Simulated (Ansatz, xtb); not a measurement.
**C4H12Si: which of two isomers lies lower**

We compare X, `C[SiH2]C(C)C`, a singlet, with Y, `CC[SiH](C)C`, a singlet. Both are isolated molecules in the gas phase, relaxed with PBE-D3(BJ)/def2-SVP, each in the lowest conformer that the search found.

X (Å):

```xyz
17

C    -2.5831    0.7316    0.7430
C     0.4031    0.5221    1.7330
C     0.0487   -0.3108    2.9749
C     0.8466   -0.3626    0.5572
Si   -1.0261    1.6897    1.2362
H    -2.9480    0.1043    1.5815
H    -2.3854    0.0674   -0.1227
H    -3.3990    1.4263    0.4586
H    -1.3435    2.6012    2.3972
H    -0.5787    2.5513    0.0800
H     1.2468    1.2008    1.9969
H    -0.8032   -0.9954    2.7750
H    -0.2325    0.3257    3.8390
H     0.9047   -0.9454    3.2913
H     0.0344   -1.0500    0.2374
H     1.1426    0.2364   -0.3284
H     1.7148   -0.9978    0.8369
```

Y (Å):

```json
{"atom": "C", "x (Å)": "1.6520", "y (Å)": "-0.4929", "z (Å)": "-0.8629"}
{"atom": "C", "x (Å)": "0.2151", "y (Å)": "0.0201", "z (Å)": "-0.6937"}
{"atom": "C", "x (Å)": "-0.5476", "y (Å)": "-1.9970", "z (Å)": "1.5602"}
{"atom": "C", "x (Å)": "0.5379", "y (Å)": "0.8146", "z (Å)": "2.3055"}
{"atom": "Si", "x (Å)": "-0.4966", "y (Å)": "-0.1703", "z (Å)": "1.0610"}
{"atom": "H", "x (Å)": "2.3603", "y (Å)": "0.0399", "z (Å)": "-0.1946"}
{"atom": "H", "x (Å)": "1.7333", "y (Å)": "-1.5741", "z (Å)": "-0.6251"}
{"atom": "H", "x (Å)": "2.0224", "y (Å)": "-0.3600", "z (Å)": "-1.9007"}
{"atom": "H", "x (Å)": "0.1522", "y (Å)": "1.0962", "z (Å)": "-0.9692"}
{"atom": "H", "x (Å)": "-0.4698", "y (Å)": "-0.5057", "z (Å)": "-1.3953"}
{"atom": "H", "x (Å)": "-1.9064", "y (Å)": "0.3747", "z (Å)": "1.0588"}
{"atom": "H", "x (Å)": "-1.1542", "y (Å)": "-2.5908", "z (Å)": "0.8461"}
{"atom": "H", "x (Å)": "0.4728", "y (Å)": "-2.4322", "z (Å)": "1.5841"}
{"atom": "H", "x (Å)": "-0.9914", "y (Å)": "-2.1232", "z (Å)": "2.5689"}
{"atom": "H", "x (Å)": "1.5806", "y (Å)": "0.4369", "z (Å)": "2.3442"}
{"atom": "H", "x (Å)": "0.1136", "y (Å)": "0.7375", "z (Å)": "3.3273"}
{"atom": "H", "x (Å)": "0.5751", "y (Å)": "1.8894", "z (Å)": "2.0339"}
```

Quicker runs give these differences E(Y) − E(X): GFN2-xTB +0.234 eV; HF/STO-3G −0.502 eV (at GFN2-xTB geometries); r2SCAN-D4/def2-SVP −0.422 eV (at GFN2-xTB geometries).

Problem. Estimate E(Y) − E(X) at the level CCSD(T)/def2-SVP + ΔMP2/def2-TZVPP.

Solution. Calculated at CCSD(T)/def2-SVP + ΔMP2/def2-TZVPP: E(Y) − E(X) = −0.439 eV, so structure Y lies lower.

Level by level:

```
                             level             geometry  E(Y) − E(X) (eV)  departure from the last row (eV)  job, with rough time for the two
                          GFN2-xTB             GFN2-xTB              +0.234                            +0.674              optimisation, 0.17 s
                         HF/STO-3G             GFN2-xTB              −0.502                            −0.063              single point, 0.52 s
                r2SCAN-D4/def2-SVP             GFN2-xTB              −0.422                            +0.017               single point, 4.1 s
               PBE-D3(BJ)/def2-SVP  PBE-D3(BJ)/def2-SVP              −0.394                            +0.045                optimisation, 21 s
                       HF/def2-SVP  PBE-D3(BJ)/def2-SVP              −0.403                            +0.036           part of the CCSD(T) run
                      MP2/def2-SVP  PBE-D3(BJ)/def2-SVP              −0.351                            +0.088           part of the CCSD(T) run
                  CCSD(T)/def2-SVP  PBE-D3(BJ)/def2-SVP              −0.327                            +0.112                      single point
CCSD(T)/def2-SVP + ΔMP2/def2-TZVPP  PBE-D3(BJ)/def2-SVP              −0.439                                                  single point, 51 s
```

As drawn, Y has 1 C–Si, 1 C–H in place of 1 C–C, 1 Si–H.

GFN2-xTB puts the two in the other order. The largest departure from CCSD(T)/def2-SVP + ΔMP2/def2-TZVPP is that of GFN2-xTB, 0.674 eV. The last row adds to CCSD(T) the change of the MP2 difference between the two basis sets, here −0.112 eV.

With thermal terms from frequencies at re-optimised GFN2-xTB minima (ideal gas, soft modes damped towards free rotors, one conformer each, 298.15 K, 1 atm): on the last row, ΔE + ΔZPE = −0.409, ΔH = −0.395, ΔG = −0.436 eV.

The correlated steps freeze 9 core orbitals. Programs: Ansatz 0.2.0, xtb 6.7.1; the last row on 2 threads of Intel(R) Xeon(R) Platinum 8375C CPU @ 2.90GHz (Ice Lake) on a shared host.
